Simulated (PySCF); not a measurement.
PySCF input for Ga(OH)(SeH)2 (GaH₃OSe₂), SMILES [SeH][Ga]([OH])[SeH], B3LYP-D3(BJ)/def2-SVP. The structure is a stationary point at B3LYP-D3(BJ)/def2-SVP. One conformer was computed; it need not be the lowest.

```python
import numpy as np
from pyscf import gto, scf, dft, df
from pyscf.hessian import thermo

mol = gto.M(
    atom='''
    Ga   -0.54662152    0.00396813   -0.00000000
    O    -2.33136321    0.12515180    0.00000000
    H    -2.81265325   -0.71187923    0.00000000
    Se    0.50603855   -2.09334404    0.00000000
    H     1.84695445   -1.47806102   -0.00000000
    Se    0.51475823    2.08167173    0.00000000
    H     1.85478136    1.46257242   -0.00000001
    ''',
    basis='def2-SVP',
    charge=0,
    spin=0,
    max_memory=1600,
    verbose=3,
)
mf = dft.RKS(mol, xc='b3lyp').density_fit(auxbasis='def2-universal-jkfit')
mf.disp = 'd3bj'
mf.grids.level = 3
mf.conv_tol = 1e-11
mf.max_cycle = 100
mf.kernel()

# [left out here: the lines that compute and print the analytic Hessian (its translational invariance restored by hand, since the grid's response is missing), thermochemistry and intensities]
```

Program output:

```
converged SCF energy = -6804.33567759312

WARN: DFTD3 does not support analytical Hessian, using finite difference


WARN: Mole.unit (angstrom) is changed to Bohr

Mode                                 0                   1                   2
Irrep
Freq [cm^-1]                       78.4005            126.3419            131.5580
Reduced mass [au]                  17.5107              4.7423              1.1514
Force const [Dyne/A]                0.0634              0.0446              0.0117
Char temp [K]                     112.8009            181.7778            189.2827
Normal mode                   x     y     z       x     y     z       x     y     z
       0  Ga                -0.06  0.00 -0.00   -0.00  0.00 -0.08   -0.00 -0.00  0.04
       1   O                -0.06 -0.00  0.00   -0.00 -0.00  0.12    0.00  0.00 -0.04
       2   H                -0.06 -0.01  0.00    0.00 -0.00  0.02   -0.00  0.00 -0.35
       3  Se                 0.03  0.05  0.00   -0.00 -0.00  0.03    0.00  0.00 -0.00
       4   H                -0.01  0.14  0.00    0.00 -0.00 -0.43    0.00  0.00 -0.68
       5  Se                 0.04 -0.05  0.00    0.00  0.00  0.02   -0.00 -0.00 -0.01
       6   H                -0.01 -0.14 -0.00    0.00  0.00  0.04    0.00 -0.00  0.53
Mode                                 3                   4                   5
Irrep
Freq [cm^-1]                      147.2521            224.5120            233.6783
Reduced mass [au]                   6.5393              1.1186             51.8949
Force const [Dyne/A]                0.0835              0.0332              1.6696
Char temp [K]                     211.8629            323.0228            336.2110
Normal mode                   x     y     z       x     y     z       x     y     z
       0  Ga                -0.00 -0.02 -0.00    0.00  0.00 -0.02   -0.06  0.00  0.00
       1   O                 0.01  0.21  0.00    0.00 -0.00  0.07   -0.06  0.01  0.00
       2   H                -0.13  0.29  0.00    0.00 -0.00 -0.02   -0.06  0.00 -0.00
       3  Se                 0.03 -0.01  0.00   -0.00  0.00 -0.01    0.03 -0.06 -0.00
       4   H                -0.00  0.05  0.00    0.00 -0.00  0.52    0.01 -0.00  0.00
       5  Se                -0.03 -0.02  0.00   -0.00 -0.00 -0.01    0.03  0.06 -0.00
       6   H                -0.00  0.04 -0.00    0.00 -0.00  0.79    0.01  0.00  0.00
Mode                                 6                   7                   8
Irrep
Freq [cm^-1]                      284.5048            327.8951            613.6672
Reduced mass [au]                   1.0773             27.0198              1.0317
Force const [Dyne/A]                0.0514              1.7116              0.2289
Char temp [K]                     409.3391            471.7680            882.9305
Normal mode                   x     y     z       x     y     z       x     y     z
       0  Ga                 0.00 -0.00 -0.00   -0.00 -0.10 -0.00   -0.00 -0.01 -0.00
       1   O                 0.00  0.00  0.07    0.00  0.01  0.00    0.00  0.00  0.00
       2   H                -0.00  0.00 -0.90   -0.07  0.05  0.00   -0.14  0.09  0.00
       3  Se                -0.00  0.00 -0.00   -0.02  0.04  0.00    0.00  0.01  0.00
       4   H                -0.00  0.00  0.22   -0.04  0.08  0.00    0.36 -0.77  0.00
       5  Se                -0.00 -0.00 -0.00    0.02  0.04 -0.00   -0.00  0.01  0.00
       6   H                -0.00  0.00 -0.25    0.04  0.08  0.00   -0.20 -0.42 -0.00
Mode                                 9                  10                  11
Irrep
Freq [cm^-1]                      649.3694            698.5257            789.1589
Reduced mass [au]                   1.0549             12.9359              1.1087
Force const [Dyne/A]                0.2621              3.7189              0.4068
Char temp [K]                     934.2980           1005.0229           1135.4239
Normal mode                   x     y     z       x     y     z       x     y     z
       0  Ga                -0.01  0.00  0.00   -0.05  0.01  0.00    0.01  0.01  0.00
       1   O                -0.04  0.00 -0.00    0.22 -0.03 -0.00   -0.01 -0.07  0.00
       2   H                 0.04 -0.04 -0.00   -0.00  0.11 -0.00   -0.83  0.42 -0.00
       3  Se                 0.00  0.01 -0.00    0.00 -0.00 -0.00   -0.00 -0.00 -0.00
       4   H                 0.20 -0.43  0.00    0.01 -0.03  0.00   -0.04  0.09  0.00
       5  Se                 0.00 -0.01 -0.00    0.00 -0.00 -0.00    0.00 -0.00 -0.00
       6   H                 0.36  0.77 -0.00    0.04  0.10 -0.00    0.05  0.11  0.00
Mode                                12                  13                  14
Irrep
Freq [cm^-1]                     2410.6851           2414.9331           3854.5667
Reduced mass [au]                   1.0205              1.0205              1.0673
Force const [Dyne/A]                3.4943              3.5064              9.3431
Char temp [K]                    3468.4391           3474.5511           5545.8633
Normal mode                   x     y     z       x     y     z       x     y     z
       0  Ga                -0.00  0.00  0.00   -0.00 -0.00  0.00    0.00 -0.00  0.00
       1   O                 0.00 -0.00  0.00    0.00  0.00  0.00   -0.03 -0.05 -0.00
       2   H                -0.00  0.00 -0.00    0.00 -0.00  0.00    0.49  0.83 -0.00
       3  Se                 0.00  0.00 -0.00   -0.01 -0.00 -0.00    0.00 -0.00 -0.00
       4   H                -0.34 -0.15 -0.00    0.84  0.38  0.00    0.00 -0.00 -0.00
       5  Se                -0.01  0.00  0.00   -0.00  0.00  0.00    0.00  0.00 -0.00
       6   H                 0.83 -0.38 -0.00    0.34 -0.15 -0.00    0.00 -0.00 -0.00
temperature 298.1500 [K]
pressure 101325.00 [Pa]
Rotational constants [GHz] 3.08793 0.72885 0.58967
Symmetry number 1
Zero-point energy (ZPE) 0.02958 [Eh]   77667.840 [J/mol]
                           tot       elec      trans        rot        vib
Entropy [J/mol/K]       387.928      0.000    177.441    124.986     85.501
Cv [J/mol/K]            100.552      0.000     12.472     12.472     75.608
Cp [J/mol/K]            108.866      0.000     20.786     12.472     75.608
Internal energy [J/mol]                      3718.434   3718.434  91131.757
Internal energy [Eh]   -6804.29813  -6804.33568
Enthalpy [J/mol]                             6197.391   3718.434  91131.757
Enthalpy [Eh]          -6804.29719
Gibbs free energy [J/mol]                  -46706.775 -33546.026  65639.568
Gibbs free energy [Eh] -6804.34124
mode   freq/cm-1   IR/(km/mol)
   1       78.40         2.368
   2      126.34        17.403
   3      131.56         6.298
   4      147.25        10.755
   5      224.51         1.261
   6      233.68         3.582
   7      284.50        98.515
   8      327.90        44.330
   9      613.67         3.573
  10      649.37         6.215
  11      698.53       115.001
  12      789.16        87.513
  13     2410.69        11.240
  14     2414.93        15.856
  15     3854.57        76.081
max |gradient| / (hartree/bohr): 5.229542038333963e-05
APT charges: [ 1.2195 -0.8132  0.2726 -0.351  -0.0085 -0.3081 -0.0112]
```

The run converged.
